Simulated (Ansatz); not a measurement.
`[OH][Zr]([OH])([Cl])[Cl]`, charge 0, multiplicity 1.

Question: Give a relaxed structure at PBE0-D4/def2-TZVP (the Gaussian-basis code of Ansatz). (Best estimate.)

Answer: Computed: 
```xyz
7

O    -0.686    0.927    1.238
Zr   -0.222   -0.341   -0.090
O     1.390    0.153   -0.953
Cl    0.070   -2.447    0.929
Cl   -1.949   -0.438   -1.692
H    -0.804    1.631    1.870
H     2.201    0.513   -1.303
```
Point group C2v.
